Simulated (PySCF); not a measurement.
Compound: C3HN2O2Se (charge -1).
SMILES: `O=C([O-])c1cn[se]n1`

Level: PBE0/def2-SVPD in PySCF, non-relativistic, on one gas-phase PBE0-D3(BJ)/def2-SVP geometry that isn't relaxed in the solvent. The solvent is an IEF-PCM continuum (cavity from Bondi-type radii × 1.2), and excitations are vertical TDDFT with non-equilibrium linear response and a frozen core. Only the electrostatic response of the medium enters. Spin–orbit coupling is left out although an atom past zinc is present.

Gas-phase singlets (H = HOMO, L = LUMO):

```csv
state,E (eV),λ (nm),f,leading configurations
S1,3.083,402,0.000,"H→L 60%, H-1→L 39%"
S2,3.177,390,0.000,"H-1→L 60%, H→L 39%"
S3,3.745,331,0.008,H-2→L 98%
S4,4.040,307,0.011,"H→L+1 87%, H-1→L+1 10%"
S5,4.173,297,0.007,"H-1→L+1 83%, H→L+1 12%"
```

Q: What are the lowest 5 singlets in chloroform (ε = 4.711)?

A: 
| state | E (eV) | λ (nm) | f | leading configurations | change by rank (eV) |
| --- | --- | --- | --- | --- | --- |
| S1 | 3.670 | 338 | 0.000 | H→L 98% | +0.587 |
| S2 | 3.912 | 317 | 0.001 | H-1→L 96% | +0.735 |
| S3 | 4.513 | 275 | 0.079 | H-2→L 89% | +0.768 |
| S4 | 4.660 | 266 | 0.080 | H-3→L 88% | +0.620 |
| S5 | 4.812 | 258 | 0.001 | H-2→L+1 54%, H-3→L+1 40% | +0.639 |

Q: How does the list change in methanol (ε = 32.61)?

A: 
```csv
state,E (eV),λ (nm),f,leading configurations,change by rank (eV)
S1,3.862,321,0.000,H→L 98%,+0.779
S2,4.171,297,0.001,"H-1→L 87%, H-2→L 10%",+0.994
S3,4.610,269,0.174,"H-2→L 83%, H-1→L 9%",+0.865
S4,4.860,255,0.003,H-3→L 98%,+0.820
S5,4.883,254,0.000,"H-2→L+1 78%, H-1→L+1 13%",+0.710
```

Q: How do the frontier levels move from gas to methanol?

A: 
```json
{"orbital": "LUMO+2", "gas (eV)": "3.18", "solvent (eV)": "0.34", "change (eV)": "-2.84"}
{"orbital": "LUMO+1", "gas (eV)": "2.47", "solvent (eV)": "-0.68", "change (eV)": "-3.15"}
{"orbital": "LUMO", "gas (eV)": "1.89", "solvent (eV)": "-1.74", "change (eV)": "-3.63"}
{"orbital": "HOMO", "gas (eV)": "-2.40", "solvent (eV)": "-6.96", "change (eV)": "-4.56"}
{"orbital": "HOMO-1", "gas (eV)": "-2.51", "solvent (eV)": "-7.13", "change (eV)": "-4.62"}
{"orbital": "HOMO-2", "gas (eV)": "-2.80", "solvent (eV)": "-7.20", "change (eV)": "-4.40"}
{"orbital": "HOMO-3", "gas (eV)": "-3.71", "solvent (eV)": "-7.56", "change (eV)": "-3.85"}
```

The HOMO–LUMO gap goes from 4.29 to 5.23 eV. Rows go by rank; for HOMO-3, HOMO-2, HOMO-1, HOMO and LUMO+2 the atom shares or the degeneracy differ between the runs, so the row needn't follow one orbital.

Hardware: one thread of an Arm Neoverse N1 (shared host). Cost: 44 s wall, 0.89 GiB resident at most. This is the whole response run at PBE0/def2-SVPD in methanol, SCF included.

Shape of the structure used: `[O:1]=[C:2]([O-:3])[c:4]1[cH:5][n:6][se:7][n:8]1`: O1–C2–C4–C5 177°.
